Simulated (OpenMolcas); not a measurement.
**Computed levels of Eu³⁺**

| Item | Value |
| --- | --- |
| Program | OpenMolcas |
| Method | CASSCF |
| Basis | ANO-RCC-VQZP [9s8p6d4f3g2h] |
| Scalar Hamiltonian | DKH2, point nucleus |
| Active space | 6 electrons in 7 orbitals (4f) |
| State averaging | 2S+1 = 7 even, 7 roots; 2S+1 = 5 even, 42 roots |
| Spin-orbit coupling | state interaction with AMFI integrals over the reference wave functions, term energies averaged over their components |

With spin-orbit coupling, above the lowest level:

```csv
Configuration,Term,J,E (cm-1),g,Term weight %,Second
4f6,7F,0,0.0,,96,4 5D
4f6,7F,1,375,1.501,96,4 5D
4f6,7F,2,1076,1.501,97,3 5D
4f6,7F,3,2017,1.500,98,
4f6,7F,4,3092,1.499,99,
4f6,7F,5,4197,1.498,99,
4f6,7F,6,5239,1.497,97,3 5G
4f6,5D,0,22946,,96,4 7F
4f6,5D,1,23849,1.501,96,4 7F
4f6,5D,2,25695,1.501,97,3 7F
4f6,5D,3,28547,1.500,99,
4f6,5L,6,30086,0.714,100,
4f6,5L,7,30705,0.911,100,
```

Spin-orbit coupling puts the lowest level 3851 cm-1 below the lowest spin-free term.

For 7F the intervals divided by the larger J are 375.1, 350.6, 313.6, 268.8, 220.9, 173.7 cm-1. Landé's interval rule makes them equal in pure LS coupling; they differ by 71 % of their mean. The multiplet is regular.

High states are left out of the spin-orbit mixing, which shifts the levels that they would mix with. Without dynamic correlation excited terms often stand tens of per cent too high (terms of higher spin than the ground term too low), and those without a measured partner can miss by more than the paired ones. Levels of configurations outside the active space are missing. The first state left out of the spin-orbit step lies near 38000 cm-1 above the lowest spin-free state of the reference (among the parities and spins computed), and the list stops at four fifths of that energy or lower.

The RASSCF and RASSI steps took 89 s on 1 thread of Arm Neoverse V1, on a shared host; the integral step is not counted.

The term weight is that of the spin-free term in the level, not the purity of its configuration.
